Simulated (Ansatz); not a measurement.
Input for Ansatz (development build ahead of 0.2.0):

```yaml
crystal:
  periodic: [false, false, false]
  atoms:
    - { symbol: S, position_ang: [0.0, 0.0, 0.0] }
    - { symbol: Be, position_ang: [0.0, 3.8833, 0.0] }
    - { symbol: Be, position_ang: [0.0, -3.8833, 0.0] }
basis:
  gaussian: { orbitals: pcseg-2 }
total_charge: 1
magnetization:
  spin_polarized: true
  initial_magnetization: 3
hamiltonian:
  xc: pbe0
```

The input is written out in the form of the current development build from the run's settings.

Output:

* Converged: yes
* Total energy: -426.96850 hartree
* Spin squared of the determinant: 3.769
* Stability test: minimum

Caution: charge can spread falsely over distant fragments; other spin multiplicities may lie lower.
